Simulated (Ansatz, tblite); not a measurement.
Cost and result up the ladder for Mg2Te2 (the lowest singlet isomer of a short search) (4 atoms). The state is a singlet with charge 0. Geometry: r2SCAN-D4/def2-SVP.

Cartesian coordinates in Å:
```
Mg -1.373 0.112 0.267
Mg 1.373 -0.112 -0.267
Te -0.445 -1.471 -1.668
Te 0.445 1.471 1.668
```

Ansatz on 4 threads of Arm Neoverse V1 on a shared host; xTB runs through tblite on one thread. Times are rough, summed over both states, and most runs start from the orbitals of an earlier one. PBE0-D4/def2-TZVP serves as the yardstick here, not as an exact answer. The other state is a triplet at its own geometry.

In the def2 sets Te takes a core potential; there is no spin–orbit coupling. The xTB rows come from tblite. Correlated methods freeze 10 core orbitals; core or outer-core shells of Mg, Te are correlated, in sets that lack core-valence functions. The structure comes from a short search, and lower isomers may exist.

Correlated methods converge slowly with the basis.

xTB has no spin-polarisation term.

| level | functions | wall time | triplet − singlet (eV) | difference from PBE0-D4/def2-TZVP (eV) | remarks |
| --- | --- | --- | --- | --- | --- |
| GFN1-xTB | 26 | 0.005 s | 1.80 | 0.15 | – |
| GFN2-xTB | 36 | 0.017 s | 2.03 | 0.38 | – |
| LDA (SPW92)/def2-TZVP | 164 | 2.4 s | 1.53 | -0.11 | – |
| PBE-D4/def2-TZVP | 164 | 4.7 s | 1.38 | -0.27 | – |
| MP2/def2-TZVP | 164 | 10 s | 2.23 | 0.59 | spin-contaminated (⟨S²⟩ 2.13) (triplet) |
| PBE0-D4/def2-TZVP | 164 | 10 s | 1.65 | 0.00 | – |
| r2SCAN-D4/def2-TZVP (with forces) | 164 | 12 s | 1.47 | -0.18 | – |
